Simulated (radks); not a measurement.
Values are calculated unless marked as measured or tabulated.
Question: The table gives one normalised radial function P(r) = r R(r) of Ba46+ in [Ne] (r in bohr). Code: a radial shooting solver on a logarithmic mesh with Libxc functionals. Model: scalar-relativistic Kohn-Sham, LDA (Slater exchange, VWN5 correlation), spin-polarised, spherical densities, finite nucleus; Fermi nuclear charge, rms radius 4.8378 fm.

r	P
0.001247	0.0108
0.001717	0.0188
0.002384	0.0332
0.003283	0.0580
0.004557	0.1023
0.006275	0.1768
0.008711	0.3057
0.01209	0.5175
0.01665	0.8390
0.02312	1.3163
0.03184	1.9205
0.0442	2.5909
0.06086	3.0850
0.08449	3.1282
0.1173	2.5242
0.1615	1.5137
0.2242	0.5844
0.3088	0.1298
0.4286	0.0123
0.5903	0.0004
0.8195	0.0000

Which n and l does it have? It may be an empty orbital.

Answer: n = 2, l = 1: the number of nodes gives n - l - 1 = 0, the rise at small r (about r^(l+1), flatter next to the nucleus through relativity) gives l, and the extent must fit the shell. The curve is that of 2p. 2p: eigenvalue -8337.9 eV, 0 radial nodes, <r> = 0.0940 bohr, 90 % of the charge inside 0.152 bohr.
